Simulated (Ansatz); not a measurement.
Born–Oppenheimer molecular dynamics of CH9AlN2S (14 atoms, charge 0, multiplicity 1). It starts from a rough guess of a transition structure, not a stationary point.

All numbers below come from UKS BHLYP/STO-3G (Ansatz 0.2.0).

* ensemble: NVE (velocity Verlet)
* time step: 0.5 fs
* steps asked: 150
* starting velocities drawn for: 300 K
* seed: 343409

First frame:

```xyz
14
Properties=species:S:1:pos:R:3
Al -0.121 -0.624 0.010
C -0.151 1.618 -0.469
N -1.007 -0.758 1.540
N -0.192 -1.520 -1.515
H 0.950 0.850 -0.093
S 2.418 -0.050 0.432
H -0.321 2.321 0.342
H 0.229 2.150 -1.335
H -1.113 1.170 -0.748
H -1.703 -1.462 1.743
H -0.807 -0.260 2.397
H -0.953 -2.062 -1.899
H 0.626 -1.666 -2.092
H 2.145 0.291 1.690
```

(1) How far do the bonds stretch over the last three quarters of this one trajectory? (Pairs bonded in most of those frames.)

Results:

(1) 
```csv
bond,mean (Å),spread (Å),shortest,longest
Al1–N3,1.776,0.044,1.71,1.84
Al1–N4,1.727,0.049,1.67,1.82
Al1–S6,2.187,0.221,1.83,2.46
C2–H5,1.095,0.058,0.98,1.22
C2–H7,1.091,0.033,1.04,1.14
C2–H8,1.096,0.056,0.99,1.20
C2–H9,1.097,0.052,1.02,1.17
N3–H10,1.048,0.029,1.00,1.10
N3–H11,1.041,0.019,1.01,1.08
N4–H12,1.027,0.011,1.01,1.05
N4–H13,1.027,0.016,1.00,1.05
S6–H14,1.346,0.018,1.32,1.37
```

Mean temperature of the second half: 1652 K. The conserved energy stayed within 0.51 meV per atom of its start (net change 0.26 meV per atom), so the integration is sound. The system heated up, since it started high on the potential surface and ran downhill. A run of 0.075 ps of so small a system gives no equilibrium averages. The orbitals stay closed-shell, which can raise the energy where a bond breaks towards radicals; this wasn't checked here. Limits of this set-up: minimal basis.

Time of the run: 21 min on 1 thread of AMD EPYC (Zen 3), with other jobs on the host, peak memory 0.17 GiB.
